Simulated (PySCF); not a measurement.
PySCF input file for Si(Br)(NH2) (BrH2NSi), SMILES N[Si]Br (connectivity only; charge and spin as stated), neutral, multiplicity 1, KT2/pcSseg-2. The structure is a stationary point at PBE0-D3(BJ)/def2-TZVP. One conformer was computed; it need not be the lowest.

```python
import numpy as np
from pyscf import gto, scf, dft
from pyscf.prop.nmr import rks as nmr

mol = gto.M(
    atom='''
    Si    0.74981965   -1.13949333   -0.00000000
    Br   -0.08583784    0.98202374    0.00000000
    N    -0.72794185   -1.98022866   -0.00000000
    H    -1.64893352   -1.56691326   -0.00000000
    H    -0.74862442   -2.98941046    0.00000001
    ''',
    basis='pcSseg-2',
    charge=0,
    spin=0,
    max_memory=1600,
    verbose=3,
)
mf = dft.RKS(mol, xc='kt2').density_fit(auxbasis='def2-universal-jkfit')
mf.grids.level = 3
mf.conv_tol = 1e-10
mf.max_cycle = 100
mf.kernel()
n = nmr.NMR(mf)
n.verbose = 2
n.max_cycle_cphf = 60
sigma = n.kernel()
print('atom   isotropic/ppm   span/ppm')
for i, s in enumerate(sigma):
    w = np.linalg.eigvalsh((s + s.T) / 2)
    print(f'{mol.atom_symbol(i):2s}{i + 1:3d} {w.mean():14.3f} {w[2] - w[0]:11.3f}')
```

Log of the run:

```
converged SCF energy = -2932.92814102779
atom   isotropic/ppm   span/ppm
Si  1        164.263     408.678
Br  2       1969.395    1703.618
N   3        101.972     256.659
H   4         25.718      11.674
H   5         26.152       9.825
```

The run converged.
